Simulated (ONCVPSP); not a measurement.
Logarithmic derivatives: zirconium, ONCV

```
Element                 : zirconium (Zr)
Generator               : ONCVPSP 4.0.1
Type                    : optimised norm-conserving Vanderbilt (ONCV)
Functional              : LDA (Perdew-Wang 92)
Relativity              : fully relativistic
Frozen core             : [Ar] 3d10
Valence charge          : 12
Reference configuration : 4s2 4p6 4d2 5s1.5 (charge +0.5)
Partial waves           : 4s+5s: rc 2.10 bohr, ncon 3, nbas 7, qcut 6.5 1/bohr, 2 projectors; 4p: rc 2.05 bohr, ncon 4, nbas 9, qcut 7.3 1/bohr, 1 projector; 4d: rc 1.85 bohr, ncon 4, nbas 7, qcut 5 1/bohr, 3 projectors, debl 3.7 Ha
Local potential         : polynomial inside 1.70 bohr (lpopt 5, dvloc0 0 Ha)
Core correction         : Teter function, fcfact 5.75, rcfact 1.65
```

Open shells are filled in proportion to 2j + 1.

The phase is arctan(r·R′/R) of the radial function R(r), unwrapped; energies in Ha, scanned from -4 to 5 Ha. A pole is an energy at which the radial function vanishes at the test radius. The pseudo phase is shifted by a multiple of π to meet the all-electron one at the reference energy, and phase errors are pseudo minus all-electron; the curves can meet again beyond the range given. Levels narrower than the energy grid can be missing from the lists of poles.

```csv
channel,radius (bohr),reference energy (Ha),"poles, all-electron","poles, pseudo",unbroken range about the reference energy with phases within 0.05 rad,phase error 1 Ha above the reference energy (rad)
s,2.13,-0.27,"-1.94, 3.39","-1.94, 3.27",below 4.4,-0.002
p3/2,2.08,-1.29,"-0.91, 4.59","-0.91, 3.84",below 0.6,-0.005
p1/2,2.08,-1.36,"-1.00, 4.45","-1.01, 3.81",below 0.6,-0.004
d5/2,1.88,-0.25,1.07,1.07,the whole range,-0.000
d3/2,1.88,-0.25,1.04,1.04,the whole range,-0.000
```

Phases in the d5/2 channel:

```json
{"E (Ha)": "-3.98", "all-electron": "1.317", "pseudo": "1.317"}
{"E (Ha)": "-3.50", "all-electron": "1.292", "pseudo": "1.291"}
{"E (Ha)": "-3.02", "all-electron": "1.257", "pseudo": "1.256"}
{"E (Ha)": "-2.54", "all-electron": "1.207", "pseudo": "1.207"}
{"E (Ha)": "-2.06", "all-electron": "1.128", "pseudo": "1.128"}
{"E (Ha)": "-1.58", "all-electron": "0.984", "pseudo": "0.984"}
{"E (Ha)": "-1.10", "all-electron": "0.645", "pseudo": "0.645"}
{"E (Ha)": "-0.62", "all-electron": "-0.247", "pseudo": "-0.247"}
{"E (Ha)": "-0.14", "all-electron": "-1.063", "pseudo": "-1.063"}
{"E (Ha)": "0.34", "all-electron": "-1.370", "pseudo": "-1.370"}
{"E (Ha)": "0.82", "all-electron": "-1.517", "pseudo": "-1.517"}
{"E (Ha)": "1.30", "all-electron": "-1.615", "pseudo": "-1.615"}
{"E (Ha)": "1.78", "all-electron": "-1.703", "pseudo": "-1.703"}
{"E (Ha)": "2.26", "all-electron": "-1.809", "pseudo": "-1.809"}
{"E (Ha)": "2.74", "all-electron": "-1.981", "pseudo": "-1.981"}
{"E (Ha)": "3.22", "all-electron": "-2.395", "pseudo": "-2.395"}
{"E (Ha)": "3.70", "all-electron": "-3.453", "pseudo": "-3.453"}
{"E (Ha)": "4.18", "all-electron": "-4.153", "pseudo": "-4.153"}
{"E (Ha)": "4.66", "all-electron": "-4.393", "pseudo": "-4.393"}
```
